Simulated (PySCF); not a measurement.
PySCF input for C4H10OSi, SMILES C/C=C/OC[SiH3], TDA-PBE/def2-SVPD. Geometry optimised at PBE0-D3(BJ)/def2-SVP. The structure was generated by enumeration; whether it is a known compound was not checked. One conformer was computed; it need not be the lowest.

```python
import numpy as np
from pyscf import gto, scf, dft, tdscf

mol = gto.M(
    atom='''
    C     3.61759404   -0.36111398   -0.41448201
    C     2.27975537   -0.32092218    0.24463753
    C     1.14131522   -0.05086067   -0.39864499
    O    -0.05794736   -0.00794122    0.22692405
    C    -1.18311922    0.20874824   -0.59067812
    Si   -2.72538309    0.24009854    0.51317479
    H     4.09732723   -1.34803651   -0.30038522
    H     4.31028903    0.37628333    0.02566990
    H     3.54627306   -0.14817476   -1.49220028
    H     2.21832006   -0.52064270    1.32004894
    H     1.11917484    0.15856731   -1.47758969
    H    -1.10281046    1.16683406   -1.14203658
    H    -1.28901928   -0.58928345   -1.35222612
    H    -2.87611724   -1.06386487    1.22201923
    H    -3.91772289    0.47149087   -0.35941569
    H    -2.62004456    1.34386864    1.51128175
    ''',
    basis='def2-SVPD',
    charge=0,
    spin=0,
    max_memory=1600,
    verbose=4,
)
mf = dft.RKS(mol, xc='pbe').density_fit(auxbasis='def2-universal-jkfit')
mf.grids.level = 3
mf.conv_tol = 1e-9
mf.max_cycle = 100
mf.kernel()
mf.grids = dft.Grids(mol).set(level=1).build(with_non0tab=True)  # coarser grid for the response kernel
td = tdscf.TDA(mf)
td.singlet = True
td.nstates = 6
td.conv_tol = 1e-4
td.positive_eig_threshold = 1e-6
td.kernel(x0=td.get_init_guess(mf, 11))
td.analyze()
tt = tdscf.TDA(mf)
tt.singlet = False
tt.nstates = 2
tt.conv_tol = 1e-4
tt.positive_eig_threshold = 1e-6
tt.kernel(x0=tt.get_init_guess(mf, 7))
tt.analyze(verbose=3)
```

Program output:

```
PySCF version 2.14.0

[INPUT] verbose = 4
[INPUT] num. atoms = 16
[INPUT] num. electrons = 56
[INPUT] charge = 0
[INPUT] spin (= nelec alpha-beta = 2S) = 0
[INPUT] symmetry False subgroup None
[INPUT] Mole.unit = angstrom
[INPUT] Symbol           X                Y                Z      unit          X                Y                Z       unit  Magmom
[INPUT]  1 C      3.617594040000  -0.361113980000  -0.414482010000 AA    6.836261965459  -0.682406521952  -0.783257482459 Bohr   0.0
[INPUT]  2 C      2.279755370000  -0.320922180000   0.244637530000 AA    4.308113280306  -0.606455027498   0.462297931490 Bohr   0.0
[INPUT]  3 C      1.141315220000  -0.050860670000  -0.398644990000 AA    2.156773187598  -0.096112736812  -0.753329852030 Bohr   0.0
[INPUT]  4 O     -0.057947360000  -0.007941220000   0.226924050000 AA   -0.109504640042  -0.015006730895   0.428824305577 Bohr   0.0
[INPUT]  5 C     -1.183119220000   0.208748240000  -0.590678120000 AA   -2.235771298509   0.394477002585  -1.116219874573 Bohr   0.0
[INPUT]  6 Si    -2.725383090000   0.240098540000   0.513174790000 AA   -5.150227624621   0.453720483508   0.969759807131 Bohr   0.0
[INPUT]  7 H      4.097327230000  -1.348036510000  -0.300385220000 AA    7.742826307423  -2.547419809815  -0.567645797667 Bohr   0.0
[INPUT]  8 H      4.310289030000   0.376283330000   0.025669900000 AA    8.145265784417   0.711072438939   0.048509080645 Bohr   0.0
[INPUT]  9 H      3.546273060000  -0.148174760000  -1.492200280000 AA    6.701484846323  -0.280009714973  -2.819849852199 Bohr   0.0
[INPUT] 10 H      2.218320060000  -0.520642700000   1.320048940000 AA    4.192017370029  -0.983872111754   2.494530967622 Bohr   0.0
[INPUT] 11 H      1.119174840000   0.158567310000  -1.477589690000 AA    2.114933933104   0.299648788209  -2.792239838581 Bohr   0.0
[INPUT] 12 H     -1.102810460000   1.166834060000  -1.142036580000 AA   -2.084009736706   2.204996806214  -2.158136360435 Bohr   0.0
[INPUT] 13 H     -1.289019280000  -0.589283450000  -1.352226120000 AA   -2.435893408484  -1.113584330239  -2.555337025283 Bohr   0.0
[INPUT] 14 H     -2.876117240000  -1.063864870000   1.222019230000 AA   -5.435073885740  -2.010413237846   2.309281663652 Bohr   0.0
[INPUT] 15 H     -3.917722890000   0.471490870000  -0.359415690000 AA   -7.403423294040   0.890988614533  -0.679197218972 Bohr   0.0
[INPUT] 16 H     -2.620044560000   1.343868640000   1.511281750000 AA   -4.951166652557   2.539543676992   2.855908604553 Bohr   0.0

nuclear repulsion = 277.991951082743
number of shells = 91
number of NR pGTOs = 295
number of NR cGTOs = 207
basis = def2-SVPD
ecp = {}


[settings echo left out]
init E= -522.641274614401
  HOMO = -0.276349163002112  LUMO = -0.0775565495888437  gap/eV = 5.40942
cycle= 1 E= -522.317394704164  delta_E= 0.324  |g|= 0.625  |ddm|= 5.77
  HOMO = -0.0831011258153125  LUMO = -0.000319799115561459  gap/eV = 2.25259
cycle= 2 E= -522.109786544294  delta_E= 0.208  |g|= 1.15  |ddm|= 2.11
  HOMO = -0.18721179354878  LUMO = -0.00896522997457273  gap/eV = 4.85034
cycle= 3 E= -522.407002636035  delta_E= -0.297  |g|= 0.167  |ddm|= 1.35
  HOMO = -0.191421843297163  LUMO = -0.016799210942255  gap/eV = 4.75172
cycle= 4 E= -522.411457336377  delta_E= -0.00445  |g|= 0.0798  |ddm|= 0.272
  HOMO = -0.188662215042591  LUMO = -0.0131891798564823  gap/eV = 4.77486
cycle= 5 E= -522.412597943025  delta_E= -0.00114  |g|= 0.04  |ddm|= 0.155
  HOMO = -0.187615248577389  LUMO = -0.0122334122113846  gap/eV = 4.77238
cycle= 6 E= -522.413018531134  delta_E= -0.000421  |g|= 0.00925  |ddm|= 0.0642
  HOMO = -0.188244437523873  LUMO = -0.0129217040831001  gap/eV = 4.77077
cycle= 7 E= -522.413042635513  delta_E= -2.41e-05  |g|= 0.000899  |ddm|= 0.0169
  HOMO = -0.188187673280401  LUMO = -0.0128510791163327  gap/eV = 4.77115
cycle= 8 E= -522.413042855904  delta_E= -2.2e-07  |g|= 0.000422  |ddm|= 0.00262
  HOMO = -0.18820067460416  LUMO = -0.0128576416707535  gap/eV = 4.77133
cycle= 9 E= -522.413042902184  delta_E= -4.63e-08  |g|= 8.48e-05  |ddm|= 0.000628
  HOMO = -0.188206655850585  LUMO = -0.0128636187342114  gap/eV = 4.77133
cycle= 10 E= -522.413042904121  delta_E= -1.94e-09  |g|= 2.49e-05  |ddm|= 0.000176
  HOMO = -0.188206528818991  LUMO = -0.0128631876878645  gap/eV = 4.77134
cycle= 11 E= -522.413042904258  delta_E= -1.38e-10  |g|= 1.61e-05  |ddm|= 6.43e-05
  HOMO = -0.188206142319714  LUMO = -0.0128637147027184  gap/eV = 4.77131
Extra cycle  E= -522.413042904137  delta_E= 1.21e-10  |g|= 2.83e-05  |ddm|= 5.65e-05
converged SCF energy = -522.413042904137
tot grids = 57032
Overwritten attributes  positive_eig_threshold  of <class 'pyscf.tdscf.rks.TDA'>


******** <class 'pyscf.tdscf.rks.TDA'> for <class 'pyscf.df.df_jk.DFRKS'> ********
nstates = 6 singlet
deg_eia_thresh = 1.000e-03
wfnsym = None
conv_tol = 0.0001
eigh lindep = 1e-12
eigh level_shift = 0
eigh max_cycle = 100


Excitation energies (eV)
[4.84454891 5.34700973 5.56383472 5.60573497 5.77635865 5.87583949]

** Singlet excitation energies and oscillator strengths **
Excited State   1:      4.84455 eV    255.93 nm  f=0.0069
      28 -> 29       -0.10918
      28 -> 30       -0.69846
Excited State   2:      5.34701 eV    231.88 nm  f=0.0002
      28 -> 31        0.69908
Excited State   3:      5.56383 eV    222.84 nm  f=0.0001
      28 -> 32        0.64685
      28 -> 33        0.27584
Excited State   4:      5.60573 eV    221.17 nm  f=0.0022
      28 -> 32        0.26853
      28 -> 33       -0.64930
Excited State   5:      5.77636 eV    214.64 nm  f=0.0061
      28 -> 34       -0.70468
Excited State   6:      5.87584 eV    211.01 nm  f=0.0071
      28 -> 35       -0.70582

** Transition electric dipole moments (AU) **
state          X           Y           Z        Dip. S.      Osc.
  1        -0.0541     -0.2320     -0.0371      0.0581      0.0069
  2         0.0286      0.0214      0.0103      0.0014      0.0002
  3        -0.0039      0.0325     -0.0025      0.0011      0.0001
  4         0.0152     -0.1246     -0.0113      0.0159      0.0022
  5        -0.2003      0.0037      0.0520      0.0428      0.0061
  6         0.0674     -0.2114     -0.0067      0.0493      0.0071

** Transition velocity dipole moments (imaginary part, AU) **
state          X           Y           Z        Dip. S.      Osc.
  1        -0.0056     -0.0228     -0.0029      0.0006      0.0021
  2         0.0015     -0.0096     -0.0013      0.0001      0.0003
  3         0.0009      0.0177      0.0022      0.0003      0.0010
  4         0.0031      0.0000     -0.0001      0.0000      0.0000
  5        -0.0321      0.0014      0.0038      0.0010      0.0033
  6         0.0087     -0.0271     -0.0039      0.0008      0.0025

** Transition magnetic dipole moments (imaginary part, AU) **
state          X           Y           Z
  1         0.1869     -0.0194     -0.0012
  2         0.0095      0.0054     -0.0287
  3         0.1216     -0.0850      0.3793
  4         0.0464      0.0120     -0.1096
  5         0.0094     -0.1201     -0.0044
  6         0.2599     -0.0664      0.1701


******** <class 'pyscf.tdscf.rks.TDA'> for <class 'pyscf.df.df_jk.DFRKS'> ********
nstates = 2 triplet
deg_eia_thresh = 1.000e-03
wfnsym = None
conv_tol = 0.0001
eigh lindep = 1e-12
eigh level_shift = 0
eigh max_cycle = 100


Excitation energies (eV)
[4.01480612 4.80879572]

** Triplet excitation energies and oscillator strengths **
Excited State   1:      4.01481 eV    308.82 nm  f=0.0000
Excited State   2:      4.80880 eV    257.83 nm  f=0.0000
```

The run converged.
